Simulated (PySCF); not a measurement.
Problem. What does the PBE0-D3(BJ)/def2-SVP structure of `CO[C@@H]1CC[C@H]([BH2-][NH3+])C1` look like in three dimensions?

Solution. 
```xyz
25
C6H16BNO angstrom
C      3.3939    0.2705    1.0977
O      2.6678    0.3408   -0.0864
C      1.5549   -0.5220   -0.1224
C      0.9368   -0.4823   -1.5315
C     -0.4646    0.1083   -1.3544
C     -0.8868   -0.3110    0.0609
B     -2.1340    0.4771    0.7104
N     -3.4306    0.2279   -0.2604
C      0.4185   -0.1070    0.8327
H      2.8094    0.5983    1.9792
H      4.2667    0.9323    0.9996
H      3.7561   -0.7591    1.2994
H      1.9006   -1.5495    0.1175
H      1.5882    0.1016   -2.1982
H      0.8739   -1.5010   -1.9452
H     -0.4215    1.2112   -1.4049
H     -1.1551   -0.2255   -2.1503
H     -1.0910   -1.4043    0.0369
H     -2.4840    0.0552    1.8101
H     -1.9802    1.6981    0.7079
H     -4.2501    0.7285    0.0830
H     -3.6660   -0.7644   -0.3130
H     -3.2370    0.5511   -1.2099
H      0.4337   -0.6352    1.7980
H      0.5450    0.9699    1.0434
```

Orientation and origin are arbitrary. Atoms count from 1 in this order. B7 (four-coordinate boron) is distorted tetrahedral (angles from 104.4° to 114.4°). Of the pairs four or more bonds apart, C9···H10 is among the closest relative to their van der Waals radii: 2.74 Å, 95 % of the sum of Bondi's values. The 5-membered ring C3–C4–C5–C6–C9 has internal angles of 101.2° to 106.3°; it is puckered, 0.18 Å rms from its mean plane, widest ring torsion 41°. N8 (nitrogen bonded to B and 3 H) is tetrahedral (angles from 107.7° to 111.2°).

Bonds between heavy atoms (Å): C1–O2 1.391, O2–C3 1.409, C3–C4 1.539, C4–C5 1.531, C5–C6 1.535, C6–B7 1.612, B7–N8 1.639, C6–C9 1.530, C3–C9 1.541.

The calculation used PySCF, PBE0-D3(BJ)/def2-SVP geometry optimisation, gas phase.

Point group: C1 (no symmetry element, even within 0.4 Å). No PBE0-D3(BJ)/def2-SVP frequencies stand behind this structure, so it isn't proved a minimum. The numbers are those of one conformer (C1–O2–C3–C4 -173°, C5–C6–B7–N8 60°, O2–C3–C4–C5 -116°, C3–C4–C5–C6 -30°, C4–C5–C6–B7 164°, C5–C6–C9–C3 -37°).
